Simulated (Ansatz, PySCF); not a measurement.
Si(CCH)3(F) (C6H3FSi), SMILES C#C[Si](F)(C#C)C#C. Atoms are numbered in the order given.

```xyz
11

C     -2.4920    -1.4387     0.6923
C     -1.4955    -0.8634     0.2990
Si     0.0000     0.0000    -0.2736
F      0.0000    -0.0001    -1.8924
C      1.4955    -0.8634     0.2990
C      2.4920    -1.4387     0.6923
C      0.0000     1.7269     0.2988
C      0.0000     2.8774     0.6924
H     -3.3743    -1.9480     1.0389
H      3.3743    -1.9480     1.0389
H      0.0000     3.8961     1.0391
```

Geometry: PBE0-D3(BJ)/def2-SVP.

Two levels are set side by side: PBE-D3(BJ)/def2-SVP (Ansatz, a first-principles code) and PBE0-D3(BJ)/def2-SVP (Ansatz). Each level has its own optimised geometry; the coordinates shown are those of the second. Frequencies come from the Hessian of PySCF at each geometry. Differences are taken from unrounded values.

```csv
quantity,PBE0-D3(BJ)
mean bond length (Å),1.395
bond C1–C2 (Å),1.216
bond C2–Si3 (Å),1.819
bond Si3–F4 (Å),1.619
bond Si3–C5 (Å),1.819
bond Si3–C7 (Å),1.819
bond C5–C6 (Å),1.216
bond C7–C8 (Å),1.216
bond C1–H9 (Å),1.076
bond C6–H10 (Å),1.076
bond C8–H11 (Å),1.076
highest harmonic wavenumber (cm⁻¹),3474
mean harmonic wavenumber (cm⁻¹),1005
zero-point energy (kcal/mol),38.79
```

### Question
What does PBE-D3(BJ) give, and how far is it from PBE0-D3(BJ)? (An estimate is asked for; the answer gives what the named calculation found.)

### Answer

| quantity | PBE-D3(BJ) | PBE-D3(BJ) minus PBE0-D3(BJ) |
|---|---|---|
| mean bond length (Å) | 1.404 | 0.009 |
| bond C1–C2 (Å) | 1.228 | 0.012 |
| bond C2–Si3 (Å) | 1.825 | 0.006 |
| bond Si3–F4 (Å) | 1.636 | 0.017 |
| bond Si3–C5 (Å) | 1.825 | 0.006 |
| bond Si3–C7 (Å) | 1.825 | 0.006 |
| bond C5–C6 (Å) | 1.228 | 0.012 |
| bond C7–C8 (Å) | 1.228 | 0.012 |
| bond C1–H9 (Å) | 1.083 | 0.007 |
| bond C6–H10 (Å) | 1.083 | 0.007 |
| bond C8–H11 (Å) | 1.083 | 0.007 |
| highest harmonic wavenumber (cm⁻¹) | 3390 | -84 |
| mean harmonic wavenumber (cm⁻¹) | 968 | -37 |
| zero-point energy (kcal/mol) | 37.36 | -1.43 |

Exact exchange shortens and stiffens bonds; PBE has none. Differences between two approximate levels are no errors against the true value.
